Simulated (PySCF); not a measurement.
Working out the ionisation energy of N⁺

N⁺ [He] 2s2 2p2 (3P) → N²⁺ [He] 2s2 2p1 (2P). All numbers are calculated (PySCF 2.14, the non-relativistic Hamiltonian (point nucleus), in aug-cc-pwCVQZ (9s8p6d4f2g, 109 functions)). Frozen: nothing. Energies in hartree (1 hartree = 27.21139 eV):

| part | N⁺ (lower) | N²⁺ (upper) |
| --- | --- | --- |
| UHF | -53.893265 | -52.820003 |
| MP2 opposite-spin | -0.112910 | -0.105020 |
| MP2 same-spin | -0.019169 | -0.008154 |

Question: What does Hartree-Fock give?

Answer: (-52.820003) − (-53.893265) = 1.073262 hartree = 29.205 eV.

Question: What do MP2 and SCS-MP2 (6/5 opposite-spin, 1/3 same-spin) give?

Answer: The opposite-spin parts differ by 0.215 eV and the same-spin parts by 0.300 eV. MP2: 29.205 + (0.215) + (0.300) = 29.720 eV. SCS-MP2: 29.205 + 1.2 × (0.215) + (0.300)/3 = 29.563 eV.

A first-order spin-orbit estimate adds -0.003 eV to MP2 (valence and next inner shell), giving 29.717 eV against 29.601 eV (semi-empirical (NIST evaluation); NIST Atomic Spectra Database, ionization energies).

What remains against the reference includes basis incompleteness and correlation beyond second order.
